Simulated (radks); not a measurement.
Spherical jellium clusters: N electrons in a uniform positive sphere of charge N and radius rs N^(1/3), rs = 4.42 bohr. Calculated with a radial shooting solver with Libxc functionals: non-relativistic Kohn-Sham, LDA (Slater exchange, Perdew-Wang correlation), spin-polarised, spherical densities. Levels are named by radial order and angular momentum (1s, 1p, 1d, 2s, ...), and open shells are averaged over m.

N = 15, configuration 1s2 1p6 1d(up 5, down 2). This is the lowest configuration that the search found. Occupied and some empty levels:

level,occupation,eigenvalue (eV),<r> (bohr)
1s up,1,-4.5104,6.819
1s down,1,-4.3255,6.616
1p up,3,-3.7532,8.113
1p down,3,-3.5222,8.084
1d up,5,-2.8071,9.065
1d down,2,-2.5696,9.128
2s up,0,-2.3725,7.664
2s down,0,-2.2619,7.808
1f up,0,-1.7199,9.970
1f down,0,-1.4983,10.12
2p up,0,-1.2236,9.845
2p down,0,-1.1098,10.02

Energy (eV): total -27.1877, kinetic 22.236, external -665.63, Hartree 329.39, exchange-correlation -50.181, background 337.00.
